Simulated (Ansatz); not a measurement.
Saddle point of BH$_{4}$Cl$_{2}$OF, singlet (BHCl₂ ([Cl][BH][Cl]) + H₂O + HF → BHCl₂O ([OH][B]([Cl])[Cl]) + HF + H₂; bonds formed: H2–H7, H5–F8; dative contacts that become bonds: B1–O6; bonds broken: B1–H2, H5–O6, H7–F8), PBE0-D4/def2-TZVP structure:

```json
{"atom": "B1", "x (Å)": "-0.0511", "y (Å)": "0.6425", "z (Å)": "-0.4563"}
{"atom": "H2", "x (Å)": "-0.4640", "y (Å)": "-0.5301", "z (Å)": "-1.0300"}
{"atom": "Cl3", "x (Å)": "1.2438", "y (Å)": "1.1921", "z (Å)": "-1.5579"}
{"atom": "Cl4", "x (Å)": "-1.5786", "y (Å)": "1.5971", "z (Å)": "-0.4175"}
{"atom": "H5", "x (Å)": "0.4478", "y (Å)": "-0.8821", "z (Å)": "0.9327"}
{"atom": "O6", "x (Å)": "0.4388", "y (Å)": "0.3395", "z (Å)": "0.9073"}
{"atom": "H7", "x (Å)": "-0.1708", "y (Å)": "-1.1998", "z (Å)": "-0.4474"}
{"atom": "F8", "x (Å)": "0.2670", "y (Å)": "-1.8995", "z (Å)": "0.4971"}
{"atom": "H9", "x (Å)": "-0.1327", "y (Å)": "0.7402", "z (Å)": "1.5720"}
```

Energies are electronic, without zero-point energy. Barriers and step energies count from the start structure reached by relaxing down the imaginary mode; all methods use the PBE0-D4 structures, on which another method's saddle can fall below an end. Computed with Ansatz 0.2.0 (basis: def2-TZVPP, with def2-QZVPP for the basis limit); correlated methods freeze the cores. B3LYP uses VWN-RPA correlation. Extrapolation: Hartree–Fock as exp(−7.88 √X), correlation as X^−2.97.

```json
{"method": "SPW92", "barrier (eV)": "0.194", "step energy (eV)": "-0.250"}
{"method": "PBE-D4", "barrier (eV)": "0.485", "step energy (eV)": "-0.622"}
{"method": "BLYP-D4", "barrier (eV)": "0.597", "step energy (eV)": "-0.812"}
{"method": "r2SCAN-D4", "barrier (eV)": "0.564", "step energy (eV)": "-0.670"}
{"method": "B97M-V", "barrier (eV)": "0.818", "step energy (eV)": "-0.720"}
{"method": "PBE0-D4", "barrier (eV)": "?", "step energy (eV)": "-0.586"}
{"method": "B3LYP-D4", "barrier (eV)": "?", "step energy (eV)": "-0.756"}
{"method": "r2SCAN0-D4", "barrier (eV)": "0.722", "step energy (eV)": "-0.626"}
{"method": "BHLYP-D4", "barrier (eV)": "?", "step energy (eV)": "-0.722"}
{"method": "CAM-B3LYP-D4", "barrier (eV)": "0.759", "step energy (eV)": "-0.681"}
{"method": "wB97X-V", "barrier (eV)": "0.815", "step energy (eV)": "-0.646"}
{"method": "wB97M-V", "barrier (eV)": "0.834", "step energy (eV)": "-0.643"}
{"method": "B2PLYP", "barrier (eV)": "0.811", "step energy (eV)": "-0.753"}
{"method": "PBE-QIDH", "barrier (eV)": "0.816", "step energy (eV)": "-0.598"}
{"method": "RPA on PBE", "barrier (eV)": "0.849", "step energy (eV)": "-0.739"}
{"method": "HF", "barrier (eV)": "1.458", "step energy (eV)": "-0.962"}
{"method": "MP2", "barrier (eV)": "0.822", "step energy (eV)": "-0.691"}
{"method": "CCSD", "barrier (eV)": "0.991", "step energy (eV)": "-0.707"}
{"method": "CCSD(T)", "barrier (eV)": "0.887", "step energy (eV)": "-0.689"}
```

(1) Fill in the withheld barriers. (An estimate is asked for; the value comes from the calculation.)

No T1 diagnostic of these runs exceeds 0.011.

## Answers

(1) The calculation gives: B3LYP-D4 0.738; PBE0-D4 0.679; BHLYP-D4 0.968 eV. Each is the energy of the saddle less that of the start structure, by the same method.

For comparison, the barrier by CCSD(T) at an estimated basis limit (MP2 extrapolated from triple and quadruple zeta, plus CCSD(T) − MP2 in triple zeta) is 0.908 eV.

Labels in which every atom is bracketed show which atoms are joined, not bond orders.

For scale, one of the runs: CCSD(T)/def2-TZVPP, 233 basis functions, launched by `ansatz run in.yaml --threads 4 --pin off --events-out ev --progress --plain --max-ram 9574MiB`. The run took 88 s on 4 CPU threads of an Intel Xeon Platinum 8259CL (shared host), with 4.2 GiB of host memory at its peak.
